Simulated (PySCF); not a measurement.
Species: C5H10AlNSSi.
SMILES: `[AlH3-][n+]1cccc(S[SiH3])c1`

Torsions of this conformer, `[AlH3-:1][n+:2]1[cH:3][cH:4][cH:5][c:6]([S:7][SiH3:8])[cH:9]1`: C5–C6–S7–Si8 -175°.

The closed-shell ground state was solved at several levels (PySCF, density fitting, gas phase, non-relativistic). One conformer (not necessarily the lowest) at the PBE0-D3(BJ)/def2-SVP geometry, without solvent, vibrations or thermal averaging.

```
        level  basis functions  total energy (Eh)  HOMO (eV)  LUMO (eV)  gap (eV)  dipole (D)
PBE0/pcSseg-1              224         -1180.6819      -7.15      -2.23      4.92        6.03
  HF/pcSseg-1              224         -1177.9050      -9.56       1.34     10.90        6.03
```

Question: Estimate the row for B3LYP/def2-SVPD, a basis of 275 functions; the other rows only guide the guess.

Answer: Total energy -1181.0372 Eh, HOMO -6.93 eV, LUMO -2.43 eV, gap 4.50 eV, dipole 6.11 D.

Question: Over all these levels, which gives the widest orbital gap and which the narrowest?

Answer: HF/pcSseg-1 (Hartree–Fock, all exact exchange) has the widest, 10.90 eV, and B3LYP/def2-SVPD (global hybrid, 20 % exact exchange) the narrowest, 4.50 eV. Functional and basis both differ between the two, so the spread mixes both effects. The HOMO need not be the same orbital at Hartree–Fock and at DFT levels.

Question: How far do the dipole and the HOMO energy spread over the levels?

Answer: The dipole runs from 6.03 to 6.11 D (mean 6.06 D) and the HOMO from -9.56 to -6.93 eV.
